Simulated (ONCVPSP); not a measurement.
Reading a pseudo-wave (Mo (Z = 42))

Columns: radius, all-electron u(r) and pseudo u(r) of the 4p shell (level -37.51 eV) of molybdenum in the configuration [Ar] 3d10 4s2 4p6 4d5.5 5s0.5; LDA (Perdew-Wang 92), scalar-relativistic, ONCV scheme, ONCVPSP 4.0.1.

| r (bohr) | all-electron | pseudo |
| --- | --- | --- |
| 0.110 | 0.2717 | 0.0282 |
| 0.220 | -0.3289 | 0.1091 |
| 0.330 | -0.5312 | 0.2323 |
| 0.440 | -0.2964 | 0.3822 |
| 0.550 | 0.0964 | 0.5408 |
| 0.660 | 0.4680 | 0.6906 |
| 0.770 | 0.7465 | 0.8164 |
| 0.880 | 0.9197 | 0.9077 |
| 0.990 | 1.0018 | 0.9594 |
| 1.100 | 1.0152 | 0.9718 |
| 1.210 | 0.9814 | 0.9495 |
| 1.320 | 0.9185 | 0.8997 |
| 1.430 | 0.8398 | 0.8311 |
| 1.540 | 0.7547 | 0.7517 |
| 1.650 | 0.6695 | 0.6689 |
| 1.760 | 0.5879 | 0.5879 |
| 1.870 | 0.5122 | 0.5122 |
| 1.980 | 0.4435 | 0.4435 |
| 2.090 | 0.3820 | 0.3820 |
| 2.200 | 0.3277 | 0.3277 |
| 2.310 | 0.2802 | 0.2802 |
| 2.420 | 0.2389 | 0.2389 |
| 2.530 | 0.2032 | 0.2032 |
| 2.640 | 0.1725 | 0.1725 |
| 2.750 | 0.1462 | 0.1462 |
| 2.860 | 0.1237 | 0.1237 |

Question: How many radial nodes do the two functions have?

Answer: The all-electron 4p function has n − l − 1 = 2; the pseudo-wave has 0, since the states of the same l below it are removed with the core.

Question: At about which radius was the pseudo-wave matched?

Answer: 1.85 bohr, where the columns begin to agree (steps of 0.11 bohr).

Question: Is the pseudo-wave norm-conserving?

Answer: Yes: the ONCV scheme keeps the norm inside the radius equal to the all-electron one, which fixes the energy derivative of the logarithmic derivative at the level.
